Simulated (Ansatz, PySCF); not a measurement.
Spin gap between two states, R1 and P1; the higher of the two is an excited state, each structure at its B3LYP-D3(BJ)/def2-TZVP stationary point, reached from a drawn start (curvature not checked).
R1, O2Pt (SMILES [O]=[Pt]=[O]) (charge 0, multiplicity 1):
```xyz
3

Pt     0.00000     0.00000     0.00000
O      1.69839     0.00000     0.00000
O     -1.69839     0.00000     0.00000
```
P1, O2Pt (SMILES [O]=[Pt]=[O]) (charge 0, multiplicity 3):
```xyz
3

Pt    -0.394     0.000     0.000
O      0.197     1.642     0.000
O      0.197    -1.642     0.000
```

```
level                    spin gap (kcal/mol)  cost
-----------------------  -------------------  ----
HF/def2-TZVPP                         -34.38     -
PBE-D3(BJ)/def2-TZVPP                  29.80    ×1
r2SCAN/def2-TZVPP                      27.28    ×3
r2SCAN-D4/def2-TZVPP                   27.28    ×3
B97M-V/def2-TZVPP                      25.99    ×5
B3LYP-D4/def2-TZVPP                    26.45  ×0.9
PBE0/def2-TZVPP                        25.33  ×0.8
PBE0-D3(BJ)/def2-TZVPP                 25.32  ×0.8
BHLYP-D3(BJ)/def2-TZVPP                15.56    ×3
BHLYP-D4/def2-TZVPP                    15.56    ×3
CAM-B3LYP/def2-TZVPP                   26.04    ×2
CAM-B3LYP-D4/def2-TZVPP                26.03    ×2
B2PLYP/def2-TZVPP                      59.61    ×4
B2PLYP-D4/def2-TZVPP                   59.61    ×4
MP2/def2-QZVPP                        110.95   ×20
SCS-MP2/def2-SVP                       94.89     -
SCS-MP2/def2-QZVPP                     99.29     -
CCSD/def2-SVP                          24.24     -
CCSD/def2-TZVPP                        29.05     -
CCSD(T)/def2-TZVPP                     48.05    ×8
```

P less R. No zero-point or thermal terms; singlets are restricted closed shells; open shells are unrestricted; no spin–orbit coupling.

Cores are frozen in the correlated methods.

Doubts at one or more of the structures used: a spin-contaminated determinant (HF/def2-TZVPP, MP2/def2-QZVPP, SCS-MP2/def2-QZVPP, CCSD/def2-TZVPP, CCSD(T)/def2-TZVPP); T1 above 0.05 (CCSD/def2-SVP, CCSD/def2-TZVPP, CCSD(T)/def2-TZVPP).

Programs: Ansatz (Gaussian basis) for Hartree–Fock, density functionals and correlated methods; PySCF for the D3/D4 terms. Each number belongs to the level named beside it. Elements past Kr take the def2 small-core potentials, without spin–orbit coupling.

Costs are rough ratios of core time to PBE/def2-TZVPP (about 11 s over the structures, on one shared machine); a dash marks a level with no comparable run of its own.

Ansatz is a program for electronic structure.
